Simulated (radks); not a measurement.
Species: Hf3+. Configuration: [Xe] 4f14 7d1 (not the ground configuration). Calculated with a radial shooting solver on a logarithmic mesh with Libxc functionals: scalar-relativistic Kohn-Sham, PBE, spin-polarised, spherical densities, finite nucleus; open shells are filled with parallel spins first (spin-orbit coupling, left out, can overturn this in heavy ions); Fermi nuclear charge, rms radius 5.347 fm.

Radial electron density D(r) = 4 pi r^2 rho(r):

```
   r/bohr * D(r) (the largest magnitude, 131, reaches the edge; | marks zero)
 0.004291 |                    *
 0.005957 |                            *
 0.008336 |                                    *
  0.01157 |                                        *
  0.01606 |                                       *
  0.02248 |                                    *
   0.0312 |                                      *
  0.04332 |                                                *
  0.06062 |                                                      *
  0.08415 |                                              *
   0.1168 |                                          *
   0.1622 |                                                 *
   0.2269 |                                    *
    0.315 |                        *
   0.4373 |                             *
   0.6119 |                   *
   0.8494 |        *
    1.179 |    *
     1.65 | *
    2.291 *
     3.18 *
    4.414 *
    6.177 *
    8.575 *
     11.9 *
    16.66 *
```

D(r) has 5 maxima, at r = 0.0129, 0.0587, 0.163, 0.437, 7.98 bohr, and minima at 0.0247, 0.106, 0.308 bohr, inside which lie 1.91, 11.11, 29.74 electrons.
